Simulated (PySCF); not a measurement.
Ligands exchanged one at a time, Ga CH3-SH. Gas-phase values, no solvent. One relaxed conformer stands for each flexible species; it need not be the lowest. Strings in code marks are SMILES.

Method: PySCF 2.14.0 with B3LYP-D3(BJ)/def2-TZVP. All candidates: neutral, multiplicity 1. B3LYP has the VWN-RPA correlation part, as in Gaussian. Excitations are Tamm–Dancoff values on a coarser integration grid. The basis has no diffuse functions, so Rydberg states are missing or too high.

| Property | Value |
|---|---|
| T1 excitation (TDA) | 4.68 eV |
| HOMO | -7.03 eV |
| S1 excitation (TDA) | 5.52 eV |

Say which member has these values.
(A) `[CH3][Ga]([CH3])[CH3]`
(B) `[CH3][Ga]([CH3])[SH]` (C–Ga–S–H torsion 179°)
(C) `[SH][Ga]([SH])[SH]`

B, `[CH3][Ga]([CH3])[SH]` (C–Ga–S–H torsion 179°). The others give `[CH3][Ga]([CH3])[CH3]`: 4.89 eV, -7.18 eV, 5.18 eV; `[SH][Ga]([SH])[SH]`: 4.68 eV, -7.39 eV, 4.96 eV
